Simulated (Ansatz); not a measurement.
Born–Oppenheimer molecular dynamics of CH7NO3Si (13 atoms, charge 0, multiplicity 1). It starts at the highest image of a converged band. Of that band: Neighbouring images differ by up to 1.7 eV, so the band resolves the path poorly. A vibrational analysis at the climbing image gives one clearly imaginary mode, 1334i cm⁻¹: a first-order saddle point.

Method: RKS PBE-D4/def2-SVP in Ansatz 0.2.0.

```yaml
ensemble: NVE (velocity Verlet)
time_step: 0.5 fs
steps_asked: 200
starting_velocities_drawn_for: 100 K
seed: 6210
```

Frames 2.5 fs apart, positions in Å.

Velocities at 5.0 fs (Å/ps):

```
N 3.16 -1.31 0.72
Si -1.62 -0.52 0.74
C -0.66 2.58 -0.32
O -2.04 -0.60 -0.11
O 0.95 0.62 -0.48
O 1.88 0.77 1.08
H 4.40 5.59 -7.96
H -5.61 -2.48 4.14
H 2.33 1.02 -10.86
H -6.95 2.16 -16.13
H 8.85 -3.75 -8.18
H -5.25 -3.42 -6.37
H -1.25 -9.70 10.60
```

```xyz
13
Properties=species:S:1:pos:R:3 time_fs=5.0 energy_less_start_eV=0.060 T=58
N 0.589 -1.942 -0.677
Si 0.201 -0.832 0.832
C -0.187 0.993 0.143
O -1.052 0.821 -0.941
O 0.979 1.625 -0.327
O -0.711 1.817 1.167
H 1.345 -1.550 -1.254
H -0.159 -2.442 -1.184
H 1.305 -2.093 0.505
H -1.197 -1.373 1.149
H -0.974 1.675 -1.430
H 1.467 1.890 0.472
H -1.511 1.355 1.507
13
Properties=species:S:1:pos:R:3 time_fs=7.5 energy_less_start_eV=0.057 T=60
N 0.598 -1.944 -0.674
Si 0.197 -0.833 0.834
C -0.188 0.997 0.143
O -1.056 0.821 -0.941
O 0.980 1.627 -0.329
O -0.707 1.819 1.170
H 1.342 -1.541 -1.277
H -0.161 -2.448 -1.178
H 1.292 -2.092 0.471
H -1.210 -1.368 1.111
H -0.957 1.661 -1.453
H 1.462 1.887 0.466
H -1.499 1.341 1.527
13
Properties=species:S:1:pos:R:3 time_fs=10.0 energy_less_start_eV=-0.038 T=127
N 0.609 -1.946 -0.671
Si 0.193 -0.833 0.836
C -0.189 0.996 0.142
O -1.060 0.823 -0.941
O 0.980 1.628 -0.332
O -0.705 1.821 1.174
H 1.310 -1.544 -1.302
H -0.135 -2.456 -1.174
H 1.244 -2.106 0.414
H -1.215 -1.366 1.078
H -0.952 1.639 -1.478
H 1.476 1.894 0.478
H -1.463 1.345 1.536
13
Properties=species:S:1:pos:R:3 time_fs=12.5 energy_less_start_eV=-0.244 T=272
N 0.621 -1.947 -0.666
Si 0.189 -0.831 0.840
C -0.189 0.991 0.142
O -1.062 0.826 -0.941
O 0.979 1.629 -0.334
O -0.703 1.823 1.176
H 1.275 -1.543 -1.334
H -0.098 -2.478 -1.168
H 1.174 -2.160 0.309
H -1.220 -1.367 1.048
H -0.954 1.621 -1.507
H 1.481 1.897 0.472
H -1.450 1.340 1.556
13
Properties=species:S:1:pos:R:3 time_fs=15.0 energy_less_start_eV=-0.528 T=472
N 0.635 -1.946 -0.662
Si 0.184 -0.825 0.847
C -0.188 0.982 0.141
O -1.063 0.830 -0.941
O 0.978 1.631 -0.335
O -0.699 1.826 1.177
H 1.261 -1.527 -1.372
H -0.065 -2.527 -1.152
H 1.115 -2.290 0.147
H -1.235 -1.371 1.012
H -0.960 1.612 -1.534
H 1.476 1.895 0.448
H -1.455 1.328 1.585
13
Properties=species:S:1:pos:R:3 time_fs=17.5 energy_less_start_eV=-0.891 T=724
N 0.644 -1.943 -0.668
Si 0.178 -0.816 0.859
C -0.188 0.972 0.139
O -1.064 0.835 -0.943
O 0.975 1.631 -0.338
O -0.697 1.827 1.178
H 1.255 -1.512 -1.388
H -0.033 -2.584 -1.123
H 1.141 -2.531 0.004
H -1.259 -1.372 0.967
H -0.966 1.608 -1.547
H 1.483 1.898 0.447
H -1.437 1.336 1.599
13
Properties=species:S:1:pos:R:3 time_fs=20.0 energy_less_start_eV=-0.715 T=603
N 0.651 -1.942 -0.677
Si 0.173 -0.806 0.874
C -0.189 0.962 0.136
O -1.064 0.840 -0.945
O 0.970 1.631 -0.341
O -0.695 1.827 1.178
H 1.255 -1.507 -1.385
H -0.014 -2.616 -1.105
H 1.220 -2.785 -0.154
H -1.285 -1.363 0.912
H -0.969 1.612 -1.541
H 1.492 1.900 0.456
H -1.411 1.351 1.606
13
Properties=species:S:1:pos:R:3 time_fs=22.5 energy_less_start_eV=-0.720 T=607
N 0.663 -1.956 -0.681
Si 0.168 -0.796 0.893
C -0.191 0.956 0.132
O -1.065 0.844 -0.949
O 0.966 1.629 -0.344
O -0.690 1.826 1.175
H 1.264 -1.507 -1.392
H -0.027 -2.594 -1.124
H 1.262 -2.884 -0.382
H -1.301 -1.342 0.849
H -0.967 1.636 -1.522
H 1.480 1.890 0.445
H -1.416 1.348 1.628
13
Properties=species:S:1:pos:R:3 time_fs=25.0 energy_less_start_eV=-0.923 T=748
N 0.681 -1.986 -0.684
Si 0.164 -0.786 0.916
C -0.194 0.952 0.125
O -1.066 0.848 -0.954
O 0.961 1.627 -0.347
O -0.686 1.824 1.172
H 1.260 -1.503 -1.410
H -0.081 -2.506 -1.178
H 1.263 -2.818 -0.613
H -1.303 -1.308 0.783
H -0.961 1.672 -1.490
H 1.464 1.877 0.436
H -1.421 1.346 1.644
13
Properties=species:S:1:pos:R:3 time_fs=27.5 energy_less_start_eV=-0.865 T=708
N 0.698 -2.018 -0.694
Si 0.160 -0.779 0.942
C -0.197 0.951 0.117
O -1.067 0.852 -0.960
O 0.955 1.624 -0.352
O -0.683 1.819 1.169
H 1.215 -1.476 -1.425
H -0.149 -2.356 -1.240
H 1.316 -2.774 -0.770
H -1.293 -1.268 0.720
H -0.958 1.707 -1.442
H 1.462 1.871 0.453
H -1.401 1.360 1.637
13
Properties=species:S:1:pos:R:3 time_fs=30.0 energy_less_start_eV=-0.796 T=659
N 0.709 -2.043 -0.714
Si 0.156 -0.773 0.969
C -0.199 0.952 0.108
O -1.067 0.858 -0.968
O 0.950 1.620 -0.357
O -0.680 1.813 1.164
H 1.138 -1.406 -1.424
H -0.182 -2.181 -1.266
H 1.432 -2.847 -0.853
H -1.283 -1.228 0.664
H -0.965 1.740 -1.393
H 1.453 1.862 0.459
H -1.394 1.366 1.631
13
Properties=species:S:1:pos:R:3 time_fs=32.5 energy_less_start_eV=-0.597 T=521
N 0.722 -2.066 -0.744
Si 0.154 -0.769 0.999
C -0.200 0.952 0.100
O -1.067 0.865 -0.976
O 0.947 1.617 -0.361
O -0.675 1.807 1.158
H 1.069 -1.308 -1.392
H -0.180 -2.053 -1.250
H 1.453 -2.879 -0.884
H -1.281 -1.195 0.619
H -0.986 1.774 -1.355
H 1.434 1.849 0.442
H -1.416 1.353 1.633
```

Of the whole run (100 fs, mean temperature of the second half 568 K): The conserved energy stayed within 0.28 meV per atom of its start (net change -0.02 meV per atom), so the integration is sound. The system heated up, since it started high on the potential surface and ran downhill. A run of 0.1 ps of so small a system gives no equilibrium averages. The orbitals stay closed-shell, which can raise the energy where a bond breaks towards radicals; this wasn't checked here.

Time of the run: 8.6 min on 2 threads of Arm Neoverse V1 (shared host), peak memory 0.16 GiB.
